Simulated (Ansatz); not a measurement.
A nudged elastic band was laid between two geometries of ClH2InO2 + H3P (10 atoms, charge 0, multiplicity 1).

The calculation used Ansatz, RKS PBE0-D4/def2-SVP.

| Item | Value |
| --- | --- |
| movable images | 5 |
| climbing image | yes |
| spring | 5.0 eV/Å² |
| optimiser | quadratic models (default) |
| start path | through a guess of the saddle point |
| force threshold | 0.03 eV/Å |
| iteration limit | 60 |
| end points | relaxed |

First end point:

```xyz
10
Properties=species:S:1:pos:R:3
In 0.014 0.041 0.152
O -0.232 -0.716 1.983
H -1.166 -0.818 2.203
O 1.817 0.099 -0.691
H 2.472 -0.326 -0.122
Cl -1.864 0.565 -1.148
P 0.465 3.013 1.334
H 1.459 2.331 0.561
H -0.589 2.769 0.398
H 0.158 1.879 2.153
```

Last end point:

```xyz
10
Properties=species:S:1:pos:R:3
In 0.432 0.820 0.230
O -0.252 -0.357 2.163
H -1.086 -0.674 1.771
O 2.061 -0.175 -0.350
H 1.834 -1.014 -0.768
Cl -1.623 -0.175 -0.559
P 0.385 3.171 1.051
H 1.646 3.468 0.448
H -0.363 3.592 -0.092
H -0.499 0.180 2.927
```

(1) What changes between the two ends?

(2) Give the energies along the band, and the barrier.

(3) What is the geometry of the highest image?

Answers

(1) Bonds broken: P7–H10. Bonds formed: In1–P7, O2–H10. ClH2InO2 + H3P becomes ClH5InO2P.

(2) It converged. The highest image is number 1 of 0 to 6, 43.5 kJ/mol above the first end and 155.4 kJ/mol above the last; the last end lies 111.9 kJ/mol below the first. Neighbouring images differ by up to 1.3 eV, so the band resolves the path poorly. A vibrational analysis at the climbing image gives one clearly imaginary mode, 987i cm⁻¹: a first-order saddle point. The orbitals stay closed-shell, which can raise the energy where a bond breaks towards radicals; this wasn't checked here.

```tsv
image	path coordinate (Å)	energy (kJ/mol)	P7–H10 (Å)	In1–P7 (Å)	O2–H10 (Å)
0	0.00	0.0	1.43	3.23	2.63
1	1.22	43.5	1.63	2.86	1.39
2	2.23	-79.7	2.33	2.53	0.98
3	3.24	-103.0	3.08	2.50	0.97
4	4.24	-105.3	3.80	2.50	0.97
5	5.25	-105.2	3.78	2.49	0.97
6	6.26	-111.9	3.64	2.49	0.97
```

(3) 
```xyz
10
Properties=species:S:1:pos:R:3
In 0.107 0.336 -0.010
O -0.197 -0.157 2.014
H -1.046 -0.542 2.273
O 1.826 -0.215 -0.844
H 2.480 -0.434 -0.169
Cl -1.875 0.403 -1.253
P 0.301 2.732 1.542
H 1.530 2.564 0.834
H -0.524 2.925 0.390
H -0.067 1.226 2.045
```

The run took 4.8 min on 4 threads of Arm Neoverse V2, with other jobs on the host, peak memory 0.32 GiB.
